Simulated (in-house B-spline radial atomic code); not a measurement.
Response and correlation along the 32-electron series, closed shell [Ar] 3d10 4s2 (4p1/2)2; the second-order energy is extrapolated in partial waves. Computed with a B-spline radial code for spherical atoms: relativistic RPA and second-order many-body perturbation theory on Dirac-Hartree-Fock.

Closed in jj coupling only.

```tsv
ion	Z	dipole polarisability (bohr³)	quadrupole polarisability (bohr⁵)	ratio of RPA to uncoupled dipole	second order correlation energy (Eh)	C6 of two such ions (Eh bohr⁶)
Ta41+	73	0.032751	0.0066865	0.97795	-1.9674	0.0082077
W42+	74	0.030203	0.0058461	0.97781	-1.9713	0.0072998
Re43+	75	0.027874	0.005122	0.97768	-1.9752	0.0065017
Os44+	76	?	?	?	?	?
Ir45+	77	?	?	?	?	?
Pt46+	78	0.022002	0.0034848	0.97732	-1.9869	0.0046304
Au47+	79	0.020359	0.0030758	0.97721	-1.9908	0.0041451
Hg48+	80	0.01885	0.0027193	0.97711	-1.9947	0.0037148
```

Problem. Fill in the row of Os44+.

Solution. dipole polarisability (bohr³): 0.025743; quadrupole polarisability (bohr⁵): 0.0044966; ratio of RPA to uncoupled dipole: 0.97755; second order correlation energy (Eh): -1.9791; C6 of two such ions (Eh bohr⁶): 0.0057988.

Problem. Fill in the row of Ir45+.

Solution. dipole polarisability (bohr³): 0.023791; quadrupole polarisability (bohr⁵): 0.0039549; ratio of RPA to uncoupled dipole: 0.97743; second order correlation energy (Eh): -1.983; C6 of two such ions (Eh bohr⁶): 0.0051785.

Problem. How fast does the dipole polarisability fall along the series?

Solution. From 0.03275 to 0.01885 bohr³; a fit of its logarithm against log Z from Z = 73 to 80 has slope -6.03.
